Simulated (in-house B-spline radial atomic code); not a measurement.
Radial electron density of the aluminium ion Al⁶⁺, [He] 2s2 2p3. Method: Dirac-Kohn-Sham wB97X, spherical fractional occupations, Fermi nucleus of rms radius 3.061 fm. Calculated with an all-electron radial atomic-structure program (B-spline basis).

Caution: exact exchange at fractional occupations of open shells leaves self-interaction of up to several eV.

Columns: r (bohr), 4πr²n(r) (electrons per bohr), bar.

```
 0.00447   0.3275 #
  0.0052   0.4342 #
 0.00606   0.5759 ##
 0.00706   0.7605 ##
 0.00822   0.9989 ###
 0.00957    1.305 ####
  0.0111    1.685 #####
   0.013    2.197 #######
  0.0151    2.803 ########
  0.0176    3.563 ###########
  0.0205    4.477 ##############
  0.0239    5.563 #################
  0.0278    6.794 ####################
  0.0324     8.18 #########################
  0.0377    9.642 #############################
  0.0439    11.12 ##################################
  0.0511     12.5 ######################################
  0.0596    13.65 #########################################
  0.0694    14.39 ###########################################
  0.0808    14.59 ############################################
  0.0941    14.15 ###########################################
    0.11    13.07 #######################################
   0.128    11.53 ###################################
   0.149    9.784 ##############################
   0.173    8.226 #########################
   0.201    7.158 ######################
   0.235     6.81 #####################
   0.273    7.209 ######################
   0.318    8.082 ########################
   0.371    8.953 ###########################
   0.432    9.288 ############################
   0.503     8.77 ##########################
   0.585    7.412 ######################
   0.682    5.503 #################
   0.794    3.546 ###########
   0.924    1.927 ######
    1.08   0.8367 ###
    1.25   0.3135 #
    1.46  0.08906 
     1.7  0.01968 
    1.98 0.003066
```

On this grid the curve has 2 maxima, near 0.0808, 0.432 bohr.

The 2p3/2 radial function P(r) = rR(r), positive near the nucleus, with its small component Q(r) (sign convention: Q ≈ (P' + κP/r)/2c):

| r (bohr) | P | Q |
| --- | --- | --- |
| 0.00447 | 0.00156 | -3.757e-05 |
| 0.00606 | 0.002837 | -6.716e-05 |
| 0.00822 | 0.005143 | -0.0001208 |
| 0.0111 | 0.009199 | -0.000217 |
| 0.0151 | 0.01658 | -0.0003892 |
| 0.0205 | 0.0295 | -0.0006877 |
| 0.0278 | 0.05175 | -0.001199 |
| 0.0377 | 0.08936 | -0.00205 |
| 0.0511 | 0.1509 | -0.003415 |
| 0.0694 | 0.2486 | -0.005528 |
| 0.0941 | 0.3936 | -0.008567 |
| 0.128 | 0.5963 | -0.01264 |
| 0.173 | 0.8417 | -0.01729 |
| 0.235 | 1.102 | -0.02181 |
| 0.318 | 1.3 | -0.02465 |
| 0.432 | 1.341 | -0.0245 |
| 0.585 | 1.16 | -0.02038 |
| 0.794 | 0.7987 | -0.01351 |
| 1.08 | 0.3964 | -0.006588 |
| 1.46 | 0.135 | -0.00212 |
| 1.98 | 0.0266 | -0.0004111 |
